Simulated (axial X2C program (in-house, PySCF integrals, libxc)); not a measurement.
Potential curves of InS, 2c

Calculated with an in-house relativistic program for diatomic molecules. Two-component (2c) means X2C with spin–orbit coupling and atomic mean-field two-electron Coulomb and Gaunt terms. Basis: In dyall-cv3z [11s12p9d4f1g], S dyall-av3z [9s8p3d2f] (cores contracted in-house); Gaussian nuclei, density fitting, unrestricted open shells. Masses: In 114.904 u, S 31.972 u.

State: Ω = 1/2 (⟨Sz⟩ = 0.50, ⟨Lz⟩ = 0.00 at BHandHLYP). Energies in kJ/mol from the lowest point of each curve. Fits are polynomials in 1 − R0/R over 0.85 to 1.23 times the lowest point R0.

```tsv
R (Å)	BHandHLYP
1.9897	92.28
2.0812	38.76
2.1498	16.17
2.2184	4.25
2.2870	0.00
2.3670	1.78
2.4471	8.47
2.5500	21.47
2.6758	41.16
2.8587	72.77
```

One determinant describes the state; a PBE0 search over occupations chose it and may have missed a lower one. Density functionals use the spin component along the axis (collinear). Other states lie close and PBE0, whose exact exchange favours high spin, may order them wrongly; the determinant shown need not be the ground state. The nearest other 2c determinant of the search, Ω = 3/2, lies 0.35 eV up at the distance of the search.

(1) What are Re and ωe at the BHandHLYP level?

Answers

(1) At BHandHLYP, 2c: Re = 2.303 Å, ωe ≈ 345 cm⁻¹; Be follows as 0.127 cm⁻¹.
